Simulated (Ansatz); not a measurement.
System: KF, charge 1, doublet. KF+ (parent SMILES [F][K], doublet).
B3LYP-D3(BJ)/def2-TZVP minimum from Ansatz (a first-principles code):
```
K
F 1 3.0042
```
Charge +1, spin multiplicity 2.

Total energies in def2-QZVPP, 7 correlated electrons, 10 frozen orbitals. Open shells are spin-unrestricted; no spin-orbit coupling. Correlated methods leave the cores frozen (noble-gas shells, and filled d and f shells in the p block). No relativity. The spin of FK+ (parent SMILES [F][K], doublet) was assumed, and the state is the lowest solution found for it.

```tsv
method	program	energy (Eh)	minus CCSDT(Q) (mEh)
HF	Ansatz	-698.43559	235.56
MP2	Ansatz	-698.65576	15.39
CCSD	Ansatz	-698.66618	4.97
CCSD(T)	Ansatz	-698.67085	0.30
CCSDT(Q)	Ansatz	-698.67115	0.00
```

Rough core times of Ansatz's runs on a shared machine: CCSD(T) 2 min, CCSDT(Q) 10 min.
